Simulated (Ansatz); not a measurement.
Consider the cleavage of the Si–B bond: `CB(Cl)[SiH2]O` + `OBF` → `O[SiH2]OBF` + `CBCl`.

Isolated molecules relaxed with PBE0-D4/def2-TZVP in Ansatz; ΔE leaves out vibrations. CCSD(T)/CBS is the MP2 limit (def2-TZVPP, def2-QZVPP) plus CCSD(T) − MP2 in def2-TZVPP, frozen cores. This one scheme is used for every species. Functionals use def2-TZVPP. Each species was taken in one conformer, which may not be the lowest.

```csv
level,ΔE (eV)
r2SCAN-D4,-1.34
PBE0-D4,-1.23
ωB97M-V,-1.40
HF/def2-TZVPP,-1.67
SCS-MP2/def2-TZVPP,-1.47
CCSD/def2-TZVPP,-1.42
HF/def2-QZVPP,-1.69
CCSD/CBS(def2),-1.42
```

(1) What does CCSD(T)/CBS give? (Best estimate.)

Largest T1 diagnostic among the species: 0.013.

Answers

(1) Computed: -1.37 eV. The listed levels differ from it by 0.03, 0.14, -0.03, -0.30, -0.10, -0.05, -0.32, -0.05 eV.

From PBE to PBE0 (25 % exact exchange), in def2-TZVPP and without D4, ΔE moves by −0.09 eV. In def2-TZVPP, CCSD(T) changes the Hartree–Fock value by +0.29 eV (the triples alone add +0.04 eV) and MP2 by +0.23 eV. The D4 term adds +0.04 eV with B3LYP and +0.03 eV with PBE0; it sums over pairs of atoms, weighted by their polarisabilities, and B3LYP, whose exchange is more repulsive, gets the larger term.

B3LYP here is the variant with VWN-RPA as its local correlation; programs differ in this.
